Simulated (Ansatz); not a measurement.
Reaction (redistribution): `FC([SiH3])[SiH2]Cl` + `N[SiH2]CCl` → `N[SiH2]C[SiH2]Cl` + `FC([SiH3])Cl`

Computed with Ansatz on PBE0-D4/def2-TZVP structures; ΔE is electronic, products minus reactants. CBS: MP2 limit from def2 TZ/QZ plus the TZ coupled-cluster correction, frozen cores. Functionals use def2-TZVPP. B3LYP here is the variant with VWN-RPA as its local correlation; programs differ in this. Each species was taken in one conformer, which may not be the lowest.

`FC([SiH3])[SiH2]Cl`:

Z-matrix (Å, degrees):
```
C
Si 1 1.900
Si 1 1.883 2 114.0
F 1 1.403 2 108.9 3 -122.5
H 1 1.099 2 108.1 3 120.7
H 2 1.485 1 110.0 3 54.7
H 2 1.486 1 108.0 3 -64.9
H 2 1.483 1 109.2 3 175.3
Cl 3 2.051 1 110.5 2 173.1
H 3 1.483 1 108.3 2 54.4
H 3 1.480 1 110.1 2 -67.4
```

`N[SiH2]CCl`:

```xyz
10

N     0.374   -1.178    1.174
Si   -0.658   -0.380    0.068
C     0.163    0.979   -0.954
Cl    0.863    2.192    0.161
H     0.781   -0.668    1.941
H     0.985   -1.914    0.860
H    -1.768    0.266    0.810
H    -1.169   -1.401   -0.888
H     0.978    0.604   -1.575
H    -0.549    1.500   -1.597
```

`N[SiH2]C[SiH2]Cl`:

```xyz
13

N    -1.478   -1.278   -1.548
Si   -0.052   -0.489   -0.996
C    -0.388    0.318    0.660
Si    1.092    1.030    1.522
Cl    2.081    2.335    0.266
H    -1.882   -2.038   -1.024
H    -1.603   -1.424   -2.537
H     0.291    0.517   -2.031
H     1.128   -1.388   -0.808
H    -0.807   -0.441    1.334
H    -1.151    1.092    0.532
H     0.715    1.801    2.732
H     2.055   -0.035    1.896
```

`FC([SiH3])Cl`:

Cartesian coordinates in Å:
```
F 1.828 -0.351 0.492
C 0.864 0.262 -0.264
Si -0.869 -0.396 0.185
Cl 0.910 2.017 0.039
H 1.132 0.134 -1.315
H -0.890 -1.863 -0.044
H -1.850 0.275 -0.701
H -1.125 -0.081 1.609
```

```json
{"level": "PBE-D4", "ΔE (kJ/mol)": "-37.7", "difference from CCSD(T)/CBS": "0.8"}
{"level": "r2SCAN-D4", "ΔE (kJ/mol)": "-40.8", "difference from CCSD(T)/CBS": "-2.3"}
{"level": "PBE0-D4", "ΔE (kJ/mol)": "-38.9", "difference from CCSD(T)/CBS": "-0.4"}
{"level": "B3LYP-D4", "ΔE (kJ/mol)": "-35.0", "difference from CCSD(T)/CBS": "3.5"}
{"level": "ωB97X-V", "ΔE (kJ/mol)": "-37.5", "difference from CCSD(T)/CBS": "1.0"}
{"level": "ωB97M-V", "ΔE (kJ/mol)": "-38.6", "difference from CCSD(T)/CBS": "-0.1"}
{"level": "B2PLYP", "ΔE (kJ/mol)": "-37.1", "difference from CCSD(T)/CBS": "1.4"}
{"level": "PBE", "ΔE (kJ/mol)": "-37.1", "difference from CCSD(T)/CBS": "1.4"}
{"level": "r2SCAN", "ΔE (kJ/mol)": "-40.7", "difference from CCSD(T)/CBS": "-2.2"}
{"level": "PBE0", "ΔE (kJ/mol)": "-38.4", "difference from CCSD(T)/CBS": "0.1"}
{"level": "B3LYP", "ΔE (kJ/mol)": "-34.0", "difference from CCSD(T)/CBS": "4.5"}
{"level": "HF/def2-TZVPP", "ΔE (kJ/mol)": "-34.5", "difference from CCSD(T)/CBS": "4.0"}
{"level": "MP2/def2-TZVPP", "ΔE (kJ/mol)": "-43.3", "difference from CCSD(T)/CBS": "-4.8"}
{"level": "SCS-MP2/def2-TZVPP", "ΔE (kJ/mol)": "-39.8", "difference from CCSD(T)/CBS": "-1.3"}
{"level": "CCSD/def2-TZVPP", "ΔE (kJ/mol)": "-38.3", "difference from CCSD(T)/CBS": "0.2"}
{"level": "CCSD(T)/def2-TZVPP", "ΔE (kJ/mol)": "-39.4", "difference from CCSD(T)/CBS": "-0.9"}
{"level": "HF/def2-QZVPP", "ΔE (kJ/mol)": "-34.6", "difference from CCSD(T)/CBS": "3.9"}
{"level": "MP2/def2-QZVPP", "ΔE (kJ/mol)": "-42.8", "difference from CCSD(T)/CBS": "-4.3"}
{"level": "SCS-MP2/def2-QZVPP", "ΔE (kJ/mol)": "-39.3", "difference from CCSD(T)/CBS": "-0.8"}
{"level": "HF/CBS(def2)", "ΔE (kJ/mol)": "-34.6", "difference from CCSD(T)/CBS": "3.9"}
{"level": "MP2/CBS(def2)", "ΔE (kJ/mol)": "-42.4", "difference from CCSD(T)/CBS": "-3.9"}
{"level": "CCSD/CBS(def2)", "ΔE (kJ/mol)": "-37.4", "difference from CCSD(T)/CBS": "1.1"}
{"level": "CCSD(T)/CBS", "ΔE (kJ/mol)": "-38.5", "difference from CCSD(T)/CBS": "0"}
```

Largest T1 diagnostic among the species: 0.011.

In def2-TZVPP, CCSD(T) changes the Hartree–Fock value by −4.9 kJ/mol (the triples alone add −1.1 kJ/mol) and MP2 by −8.8 kJ/mol.
